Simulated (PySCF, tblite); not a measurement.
Potential energy curve for SMILES CI. The C1–I5 bond (C1 also carries H, H, H; I5 carries nothing else) is varied alone, starting from the PBE0/def2-TZVP, def2 effective core potentials past Kr optimised geometry.

Levels: RHF/3-21G = restricted Hartree-Fock/3-21G (PySCF 2.14.0); UHF/3-21G = unrestricted Hartree-Fock/3-21G in PySCF; GFN2-xTB, 300 K electronic temperature (tblite); UKS-PBE0 = unrestricted PBE0/def2-SVP, def2 effective core potentials past Kr (PySCF 2.14.0).

Energies relative to the lowest point of each curve near equilibrium, in kcal/mol; the last columns give the difference from UKS-PBE0:

```
R / Å  RHF/3-21G  UHF/3-21G  GFN2-xTB  UKS-PBE0  RHF/3-21G − UKS-PBE0  UHF/3-21G − UKS-PBE0  GFN2-xTB − UKS-PBE0
-----  ---------  ---------  --------  --------  --------------------  --------------------  -------------------
1.59       169.1      169.1     185.5     133.6                  35.6                  35.6                 51.9
1.72        83.5       83.5      79.0      61.9                  21.6                  21.6                 17.1
1.79        54.1       54.1      47.1      38.2                  15.9                  15.9                  8.9
1.91        22.2       22.2      16.1      13.6                   8.5                   8.5                  2.5
2.01         8.0        8.0       4.4       3.8                   4.2                   4.2                  0.6
2.04         5.4        5.4       2.5       2.2                   3.2                   3.2                  0.4
2.13         0.8        0.8       0.0       0.0                   0.8                   0.8                  0.0
2.18         0.0        0.0       0.2       0.2                  -0.2                  -0.2                  0.0
2.24         0.3        0.3       1.4       1.4                  -1.1                  -1.1                  0.0
2.32         2.4        2.4       4.4       4.3                  -1.9                  -1.9                  0.1
2.48        10.4       10.4      13.3      12.8                  -2.3                  -2.3                  0.5
2.66        22.6       19.8      25.2      24.2                  -1.6                  -4.4                  1.0
2.84        36.0       26.0      37.3      35.9                   0.1                  -9.9                  1.4
3.16        59.0       32.2      55.7      51.8                   7.1                 -19.6                  3.9
3.53        81.8       35.6      70.0      60.6                  21.2                 -25.0                  9.4
3.87        98.7       37.0      76.4      64.5                  34.2                 -27.5                 11.9
4.26       113.7       37.8      79.3      66.7                  47.0                 -28.8                 12.6
4.71       126.1       38.3      80.3      67.7                  58.4                 -29.4                 12.6
5.20       135.1       38.5      80.6      68.1                  66.9                 -29.7                 12.4
5.80       141.8       38.6      80.8      68.3                  73.5                 -29.7                 12.5
6.34       145.7       38.6      80.9      68.4                  77.3                 -29.8                 12.5
7.48       151.0       38.7      81.1      68.4                  82.6                 -29.8                 12.7
```

RHF/3-21G is furthest from UKS-PBE0 at 7.48 (82.6 kcal/mol, above); its mean absolute difference over the points is 25.7 kcal/mol.

UHF/3-21G is furthest from UKS-PBE0 at 1.59 (35.6 kcal/mol, above); its mean absolute difference over the points is 16.3 kcal/mol.

GFN2-xTB is furthest from UKS-PBE0 at 1.59 (51.9 kcal/mol, above); its mean absolute difference over the points is 8.4 kcal/mol.

The restricted form behind RHF/3-21G keeps the bonding electrons paired and can't separate into open-shell fragments. The unrestricted determinant behind UHF/3-21G is spin-contaminated at 2.66 to 7.48 Å (<S²> up to 1.0, against 0.00 for a pure singlet). The unrestricted determinant behind UKS-PBE0 is spin-contaminated at 3.16 to 7.48 Å (<S²> up to 1.0, against 0.00 for a pure singlet).
